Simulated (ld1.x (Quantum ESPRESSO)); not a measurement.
The numbers below are computed, except where a source is named.
## Hardness and transferability of assorted potentials

Generated with ld1.x 7.5 (TM, RRKJ, ultrasoft, PAW), atompaw 4.2 or ONCVPSP 4.0.1. The cutoff is in Ry: for ld1.x and atompaw files where the sum of valence levels is converged to 10 mRy in a Bessel basis, for ONCV files where the hardest occupied wave has 1 mHa per electron of residual kinetic energy. The error is the largest all-electron minus pseudo excitation energy over each file’s own four to seven test configurations (ionisations up to +4, promotions, holes and added fractions of an electron), all of which were solved. The labels leave out finer settings (local radius, basis sizes, second energies), which also bear on the numbers. Spin-polarised tests are not counted. The rows are a selection from randomly drawn settings: files with unsolved tests, undetermined cutoffs or missed reference levels are left out.

A true bound ghost makes a file unfit for plane-wave use even where its test errors are small: the radial tests pick states by their node count and pass the ghost by.

| element | potential | cutoff (Ry) | largest error (meV) | bound ghosts |
| --- | --- | --- | --- | --- |
| Li | TM, LDA (PZ), scalar-relativistic, rc 2.00/4.20/4.35 (spd), local smoothed, core correction yes, reference 2s1 2p0 | 6 | -5.1 | none |
| B | PAW, PBE, scalar-relativistic, rc 1.10/2.05 (sp), local smoothed, core correction yes, reference 2s2 2p0.5 | 21 | -5.1 | none |
| Mg | TM, PBE, scalar-relativistic, rc 2.38/2.74/2.70 (spd), local d, core correction yes, reference 3s2 3p0 | 6 | -9.1 | none |
| S | ultrasoft, revPBE, non-relativistic, rc 1.45/1.80/1.70 (spd), local smoothed, core correction yes, reference 3s2 3p2 | 18 | +45 | none |
| Ge | RRKJ, Wu–Cohen, scalar-relativistic, rc 1.90/2.45/0.95 (spd), local d, core correction yes, reference 3d10 4s2 4p2 | 260 | -11 | s, p |
| Bi | TM, LDA (PZ), fully relativistic, rc 1.45/2.55 (sp), local smoothed, core correction no, reference 6s2 6p3 | 55 | +378 | s, d |

**Question.** Fill in the row for Bi: TM, LDA (PZ), scalar-relativistic, rc 1.80/2.15/1.65 (spd), local s, core correction no, reference 5d10 6s1.75 6p3.25.

**Answer.** cutoff 60 Ry, largest error -170 meV, bound ghosts: none.
